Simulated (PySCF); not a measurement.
A GIAO shielding run with PySCF 2.14.0 with density-fitted response routines (density fitting, non-relativistic, gas phase) on SMILES [SiH3][SiH]([SiH3])[SiH3], H10Si4:

```
$ OMP_NUM_THREADS=1 python probes_run.py task.json out

{"job": {"kind": "nmr", "xc": "KT3", "basis": "pcSseg-2", "pop": false}, "charge": 0, "multiplicity": 1}
Si     0.005212     2.068477    -0.906801
Si     0.069466     0.199480     0.494809
Si     1.880437    -1.154754    -0.094079
Si    -1.919217    -1.008613     0.283817
H      1.261546     2.857294    -0.793102
H     -0.145572     1.616380    -2.316366
H     -1.144544     2.948343    -0.564388
H      0.226221     0.651003     1.908806
H      3.159608    -0.405859     0.033197
H      1.722463    -1.590974    -1.507708
H      1.944188    -2.362105     0.772728
H     -1.900087    -2.212867     1.157446
H     -3.093932    -0.172293     0.649749
H     -2.072949    -1.449638    -1.129039
```

Hardware: 1 thread of an AMD EPYC 9R45 96-Core, shared host.

Problem. How large is the calculation?

Solution. 66 electrons, 312 basis functions and 962 auxiliary functions.

Problem. How long does it take, and how much memory does it need?

Solution. 35 s of wall time, with 12 SCF cycles; peak memory 1.1 GiB. Times on a shared host scatter by some tens of per cent.

Problem. And these other runs on the same molecule and hardware: GIAO shielding at B97-2/pcSseg-2; GIAO shielding at PBE0/pcSseg-2; GIAO shielding at wB97X-D/pcSseg-2?

Solution. B97-2/pcSseg-2: 312 functions, 27 s; PBE0/pcSseg-2: 312 functions, 37 s; wB97X-D/pcSseg-2: 312 functions, 37 s.
